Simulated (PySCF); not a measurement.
CuCl, SMILES [Cl][Cu], multiplicity 1. Heavy atoms are numbered as in [Cu:1][Cl:2].

The structure is a stationary point at PBE0-D3(BJ)/def2-TZVPD. The multiplicity is an assumed one; other spin states were not compared.

Calculation: M06-2X/def2-TZVPD (PySCF).

ESP charges are fitted to the potential on shells at 1.4 to 2.0 van der Waals radii. Atomic charges (e), one atom of each kind:

| atom | ESP fit | IAO |
|---|---|---|
| Cu1 | 0.58 | 0.67 |
| Cl2 | -0.58 | -0.67 |
